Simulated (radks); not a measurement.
Results of a calculation; reference values are marked as such.
All-electron atom: Bi VI in [Xe] 4f14 5d10. Code: a radial shooting solver on a logarithmic mesh with Libxc functionals. Model: Dirac Kohn-Sham, PBE, spin-unpolarised, spherical densities, finite nucleus; Fermi nuclear charge, rms radius 5.5211 fm.

Unscreened Slater integrals over Kohn-Sham orbitals (hartree). Large and small components are both included.

F0(5d5/2,5d5/2): 0.74651
F2(5d5/2,5d5/2): 0.39477
F4(5d5/2,5d5/2): 0.26551
F0(5d5/2,5d3/2): 0.75733
F2(5d5/2,5d3/2): 0.40004
G2(5d5/2,5d3/2): 0.39935
G4(5d5/2,5d3/2): 0.26867
F0(5d5/2,5p3/2): 0.82007
F2(5d5/2,5p3/2): 0.42247
G1(5d5/2,5p3/2): 0.52219
G3(5d5/2,5p3/2): 0.32641
F0(5d5/2,5p1/2): 0.84603
G3(5d5/2,5p1/2): 0.30039
F0(5d3/2,5d3/2): 0.76876
F2(5d3/2,5d3/2): 0.40629
F0(5d3/2,5p3/2): 0.83530
F2(5d3/2,5p3/2): 0.43461
G1(5d3/2,5p3/2): 0.54418
G3(5d3/2,5p3/2): 0.34026
F0(5d3/2,5p1/2): 0.86328
G1(5d3/2,5p1/2): 0.50957
F0(5p3/2,5p3/2): 0.92602
F2(5p3/2,5p3/2): 0.50026
F0(5p3/2,5p1/2): 0.96716
G2(5p3/2,5p1/2): 0.50482
F0(5p1/2,5p1/2): 1.0169
